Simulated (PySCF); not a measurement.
A GIAO shielding run with PySCF 2.14.0 with density-fitted response routines (density fitting, non-relativistic, gas phase) on `C/C(=C/F)[SiH2]CCO`, C5H11FOSi:

```
$ OMP_NUM_THREADS=1 python probes_run.py task.json out

{"job": {"kind": "nmr", "xc": "PBE0", "basis": "pcSseg-1"}, "charge": 0, "multiplicity": 1}
C     -2.287263     0.636358     0.617286
C     -1.628257    -0.567845     0.020601
C     -2.370762    -1.598659    -0.339489
F     -1.830265    -2.707577    -0.890833
Si     0.252958    -0.641567    -0.252835
C      1.049816     0.755513     0.771955
C      2.462951     0.919723     0.246904
O      2.932387    -0.377737    -0.055569
H     -1.888588     0.824548     1.612304
H     -3.365465     0.505349     0.690852
H     -2.083856     1.513956     0.005968
H     -3.445777    -1.693973    -0.250202
H      0.491130    -0.394680    -1.682039
H      0.730901    -1.952188     0.174031
H      1.084316     0.471498     1.822513
H      0.521348     1.703660     0.706054
H      2.449657     1.534802    -0.663313
H      3.124928     1.405380     0.978867
H      3.790037    -0.327313    -0.490186
```

Hardware: 1 thread of an Arm Neoverse V1, shared host. The job also computes population analyses, field gradients.

(1) How large is the calculation?

(2) How long does it take, and how much memory does it need?

Answers

(1) 72 electrons, 198 basis functions and 1048 auxiliary functions.

(2) 33 s of wall time, with 14 SCF cycles and 4 response iterations; peak memory 0.87 GiB. Times on a shared host scatter by some tens of per cent.
